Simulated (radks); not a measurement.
Task: Sb XXX, 22 electrons, occupied as [Ar] 3d4 (the NIST ground configuration). Method: Dirac Kohn-Sham, PBE, spin-unpolarised, spherical densities, finite nucleus; open shells are shared between the two j in proportion to 2j + 1; Fermi nuclear charge, rms radius 4.6802 fm; computed with a radial shooting solver on a logarithmic mesh with Libxc functionals.

Spin-orbit splittings of the eigenvalues, e(l+1/2) - e(l-1/2), with zeta = 2 splitting/(2l+1) and mean radii in bohr:

shell  occ.  splitting (eV)  zeta (eV)  <r> j=l-1/2  <r> j=l+1/2
2p        6           254.3      169.6       0.1026       0.1080
3p        6           55.28      36.85       0.2979       0.3071
3d        4               ?          ?       0.2717       0.2745

Estimate the 3d splitting.

Result: 12.40 eV (zeta = 4.959 eV).
